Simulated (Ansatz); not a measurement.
Geometry optimisation, Ansatz, RHF/def2-SVP.

The input (input.yaml):

```yaml
crystal:
  periodic: [false, false, false]
  atoms:
    - { symbol: W, position_ang: [-0.009782, -0.286946, -0.670081] }
    - { symbol: F, position_ang: [0.975679, -0.34815, 2.218426] }
    - { symbol: H, position_ang: [1.126721, 0.492981, 1.903308] }
    - { symbol: H, position_ang: [1.039666, 0.901005, -0.026026] }
    - { symbol: H, position_ang: [-1.251555, 0.46517, 0.204131] }
    - { symbol: O, position_ang: [0.159573, -1.983948, 0.080209] }
    - { symbol: H, position_ang: [0.356082, -2.197031, 0.984692] }
    - { symbol: O, position_ang: [-0.11276, 0.253175, -2.445649] }
    - { symbol: H, position_ang: [-0.434624, 0.999044, -2.93431] }
basis:
  gaussian: { orbitals: def2-SVP }
hamiltonian:
  xc: hf
relax:
  f_tol: 0.03
  max_steps: 50
```

Launched with:

```bash
$ ansatz run input.yaml --threads 1 --pin off --max-ram 2048MiB --backend cpu --events-out ev --progress --plain --runs-dir out
```

**Question.** Where does it end, and by what steps?

**Answer.** It converged. After 25 steps the energy has fallen by 0.136 eV; H9 moved furthest, 0.54 Å.

| step | energy less start (eV) | largest force component (eV/Å) | accepted |
| --- | --- | --- | --- |
| 0 | 0.0000 | 0.218 | yes |
| 1 | -0.0048 | 1.012 | yes |
| 2 | 0.0447 | 2.567 | no |
| 3 | -0.0279 | 0.646 | yes |
| 4 | -0.0377 | 0.519 | yes |
| 5 | -0.0407 | 0.193 | yes |
| 6 | 0.0509 | 2.788 | no |
| 7 | -0.0549 | 0.226 | yes |
| 8 | -0.0705 | 0.441 | yes |
| 9 | -0.0232 | 2.408 | no |
| 10 | -0.0788 | 0.702 | yes |
| 11 | -0.1093 | 0.470 | yes |
| 12 | -0.1183 | 0.205 | yes |
| 13 | -0.1243 | 0.123 | yes |
| 14 | -0.0847 | 1.476 | no |
| 15 | -0.1288 | 0.089 | yes |
| 16 | -0.1306 | 0.186 | yes |
| 17 | -0.1325 | 0.092 | yes |
| 18 | -0.1338 | 0.145 | yes |
| 19 | -0.1342 | 0.152 | yes |
| 20 | -0.1347 | 0.133 | yes |
| 21 | -0.1352 | 0.048 | yes |
| 22 | -0.1357 | 0.048 | yes |
| 23 | -0.1359 | 0.032 | yes |
| 24 | -0.1358 | 0.026 | no |
| 25 | -0.1360 | 0.018 | yes |

```xyz
9
Properties=species:S:1:pos:R:3
W -0.142 -0.208 -0.789
F 1.247 -0.521 2.590
H 1.289 0.225 2.078
H 0.894 0.844 0.059
H -1.493 0.392 0.033
O 0.206 -1.773 0.143
H 0.416 -1.979 1.046
O -0.281 0.578 -2.459
H -0.286 0.738 -3.386
```

Whether the end is a true minimum wasn't checked by a vibrational analysis.

Run time: 52 s on 1 thread of Arm Neoverse V2, on a shared host, peak memory 0.2 GiB.
